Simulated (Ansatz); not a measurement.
C2H7ClSn⁻, that is SnHMe2Cl with one electron more. The state is a doublet with charge -1. Geometry PBE-D4/def2-SVP, that of the neutral singlet; atoms count from 1.

Cartesian coordinates in Å:
```
Sn -0.633 -0.249 0.346
H -1.936 -1.372 0.123
C -0.632 1.340 -1.120
H -0.510 0.916 -2.136
H 0.205 2.031 -0.907
H -1.587 1.896 -1.066
C 1.288 -1.219 0.550
H 1.255 -1.941 1.388
H 2.061 -0.455 0.757
H 1.542 -1.754 -0.386
Cl -1.054 0.807 2.450
```

In the def2 sets Sn takes a core potential; there is no spin–orbit coupling. The highest occupied level of the charge -1 doublet lies above zero (up to 1.81 eV). By energy differences it is unbound by 0.73 eV (vertical, to the charge 0 singlet, at PBE0-D4/def2-TZVPD) and held by the finite basis.

Question: Estimate the Mulliken populations from the PBE0/def2-TZVPD orbitals of Ansatz.

Answer: 
| atom | charge (e) | spin (α − β) |
| --- | --- | --- |
| Sn1 | -0.56 | 1.37 |
| H2 | -0.05 | 0.03 |
| C3 | -1.23 | 0.43 |
| H4 | 0.37 | -0.11 |
| H5 | 0.50 | -0.30 |
| H6 | 0.19 | 0.00 |
| C7 | -1.24 | 0.44 |
| H8 | 0.20 | -0.01 |
| H9 | 0.50 | -0.29 |
| H10 | 0.36 | -0.11 |
| Cl11 | -0.02 | -0.46 |
Mulliken values and Mayer orders depend strongly on the basis. With diffuse functions, as here, like atoms can get unlike values, and bond orders can come out too low or too high.

Question: Where does the spin sit?

Answer: Summed by element: Sn 1.37, H -0.78, C 0.87, Cl -0.46, of 1 unpaired in all. Largest on single atoms: Sn1 1.37, Cl11 -0.46, C7 0.44.

Question: And the Mayer bond orders between bonded heavy atoms (over 0.3)?

Answer: Sn1–C3 2.04 (2.16 Å); Sn1–C7 2.06 (2.16 Å). Values over 0.3 also appear between atoms too far apart for a bond (C3–C7 0.37 at 3.61 Å); they arise where an orbital or an unpaired electron spreads over both atoms.
